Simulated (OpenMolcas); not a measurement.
## Ag V: effect of the basis set

```
Program             : OpenMolcas
Method              : MS-CASPT2, IPEA 0.25 Eh, imaginary shift 0.1 Eh (closed shells correlated: 4s 4p)
Active space        : 7 electrons in 5 orbitals (4d)
State averaging     : 2S+1 = 4 even, 10 roots; 2S+1 = 2 even, 40 roots
Spin-orbit coupling : RASSI with atomic mean-field integrals over the reference wave functions, term energies averaged over their components
```

A. ANO-R1 [6s4p3d1f], X2C, finite nucleus; CASPT2 step roughly 3 core-seconds
B. ANO-RCC-VDZP [6s5p3d1f], DKH2, point nucleus; CASPT2 step roughly 4 core-seconds
C. ANO-R2 [7s5p4d2f1g], X2C, finite nucleus; CASPT2 step about 13 core-seconds
D. ANO-RCC-VTZP [7s6p4d2f1g], DKH2, point nucleus; CASPT2 step of the order of 7 core-seconds
E. ANO-R3 [8s6p5d3f2g1h], X2C, finite nucleus; CASPT2 step roughly 25 core-seconds
F. ANO-RCC-VQZP [8s7p5d3f2g1h], DKH2, point nucleus; CASPT2 step of the order of 18 core-seconds

Energies in cm⁻¹ above 4d⁷ ⁴F_9/2, the measured ground level; measured values from the list in Gamrath, thesis, University of Mons (2023).

```
               Level      A      B      C      D      E      F  Measured
          4d⁷ ⁴F_9/2    0.0    0.0    0.0    0.0    0.0    0.0       0.0
          4d⁷ ⁴F_7/2   3800   3830   3510   3500   3570   3540      3690
          4d⁷ ⁴F_5/2   6010   6040   5580   5580   5660   5630      5816
          4d⁷ ⁴F_3/2   7350   7380   6850   6860   6930   6900      7097
          4d⁷ ⁴P_5/2  16630  16760  15080  15520  15150  15350     14899
          4d⁷ ²G_9/2  17920  17820  17170  17500  16930  17080     16875
          4d⁷ ⁴P_1/2  18760  18850  17190  17630  17240  17450     17067
          4d⁷ ²G_7/2  21520  21430  20540  20870  20360  20480     20442
         4d⁷ ²H_11/2  24550  24540  23220  23690  22930  23200     22532
       4d⁷ ²D_5/2(1)  25500  25250  24690  24980  24520  24650     24361
          4d⁷ ²P_1/2  25700  25630  24490  24930  24360  24640     24599
          4d⁷ ²H_9/2  28390  28390  26800  27250  26590  26810     26368
4d⁷ ²D_3/2(1) [68 %]  31700  31550  30190  30530  30110  30260     30134
          4d⁷ ²F_5/2  38060  38090  35350  36050  35070  35550     34635
          4d⁷ ²F_7/2  40020  40070  37170  37870  36930  37400     36594
       4d⁷ ²D_3/2(2)  59160  58810  56490  57270  56060  56650     55041
       4d⁷ ²D_5/2(2)  61220  60930  58130  58920  57750  58330     56772
```

Deviations, from unrounded energies. A percentage is the sum of absolute deviations over the sum of measured energies, with the sign that they share, or ± where signs differ.

```
                        Against measurement  Levels     A     B     C     D     E     F
             mean absolute deviation (cm-1)      16  1800  1800   440   830   300   500
      fine structure of the ground term (%)       3  +3.4  +4.0  -4.0  -4.0  -2.7  -3.2
other terms of the ground configuration (%)      13  +7.6  +7.3  ±1.7  +3.3  ±1.2  +2.0
```

E lies closest to measurement on these levels and A furthest from it. The largest miss of E in the table is 4d⁷ ²D_3/2(2), by +1000 cm-1. The ranking rests on the paired levels alone, and a cruder setting can come out closer through cancelling errors.

The two smallest mean deviations differ by little beside CASPT2's spread within terms, so their order carries little weight.

Among A to F the level of the table that moves most is 4d⁷ ²D_5/2(2), by 3500 cm-1 (lowest in E, highest in A). Moves below CASPT2's spread within the term are not significant.

Term energies are means over components that CASPT2 splits; among the terms shown or strongly mixed into the levels shown the widest spread is 1000 cm-1 (4d⁷ ⁴F, E). The CASPT2 spread within a term exceeds the gap to the next term for 4d⁷ ²H and 4d⁷ ²D(1), so the order of their levels is uncertain (holds for A; B). The basis is small and was not contracted for so high a charge (holds for A; B). Computed and measured levels are paired by configuration, term and J; levels that our copy of the source lacks, or whose pairing is in doubt (as where it misses far off the trend of its configuration), stay unpaired and out of the deviations. Levels of configurations outside the active space are missing. Levels that lie high or do not pair safely by name in every column are left out.

A share in square brackets marks a mixed level and gives the weight of the term that names it, the lowest over the columns. A number in round brackets counts repeated terms of one configuration in the order of the reference energies.
